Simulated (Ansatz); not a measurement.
As2, closed-shell singlet (the spin of the measured ground state), most abundant isotopes (74.9216 and 74.9216 u). Constants from fifth-degree fits in 1/R to seven points on the lowest solution found; no spin–orbit coupling, no relativity up to Kr; ω_e x_e and α_e move by some per cent with the fit.

Correlated levels freeze the inner cores; with def2 sets outer-core shells near the valence are correlated too. CBS: X⁻³ extrapolation of the correlation energy, Hartree–Fock from the larger set.

The values were computed with Ansatz (Gaussian orbitals). Values without a source in brackets are computed.

| level | r_e (Å) | ω_e (cm⁻¹) | ω_e x_e (cm⁻¹) | α_e (cm⁻¹) |
|---|---|---|---|---|
| PBE/def2-TZVPP | 2.1182 | 435.5 | 0.861 | 0.000282 |
| CCSD(T)/CBS(def2-TZVPP, def2-QZVPP) | 2.0920 | 446.9 | 1.03 | 0.000312 |

D_e from total energies of the atoms and the molecule: 4.28 eV at PBE/def2-TZVPP; 4.04 eV at CCSD(T)/CBS(def2-TZVPP, def2-QZVPP).

Derive the rotational constants, the centrifugal constant, the fundamental, the zero-point energy and the force constant, and test the Morse rule for the well depth.


μ = 37.46080 u.
- PBE/def2-TZVPP: B_e = 16.8576/(μ r_e²) = 0.10030 cm⁻¹; B₀ = B_e − α_e/2 = 0.10016 cm⁻¹; D = 4B_e³/ω_e² = 2.13e-08 cm⁻¹; fundamental ω_e − 2ω_e x_e = 434 cm⁻¹; zero-point energy ω_e/2 − ω_e x_e/4 = 218 cm⁻¹; k = μ(2πcω_e)² = 419 N/m; a Morse well would hold ω_e²/(4ω_e x_e) = 6.83 eV against the computed D_e of 4.28 eV
- CCSD(T)/CBS(def2-TZVPP, def2-QZVPP): B_e = 16.8576/(μ r_e²) = 0.10283 cm⁻¹; B₀ = B_e − α_e/2 = 0.10267 cm⁻¹; D = 4B_e³/ω_e² = 2.18e-08 cm⁻¹; fundamental ω_e − 2ω_e x_e = 445 cm⁻¹; zero-point energy ω_e/2 − ω_e x_e/4 = 223 cm⁻¹; k = μ(2πcω_e)² = 441 N/m; a Morse well would hold ω_e²/(4ω_e x_e) = 6.00 eV against the computed D_e of 4.04 eV

Doubts at one or more of the structures used: a restricted determinant that unrestricted orbitals would lower (CCSD(T)/CBS(def2-TZVPP, def2-QZVPP)).

Measured for the ground state: r_e 2.1026 Å [Huber and Herzberg (1979), NIST Chemistry WebBook]; ω_e 429.55 cm⁻¹ [Huber and Herzberg (1979), NIST Chemistry WebBook].

Ansatz is a quantum-chemistry and plane-wave program.
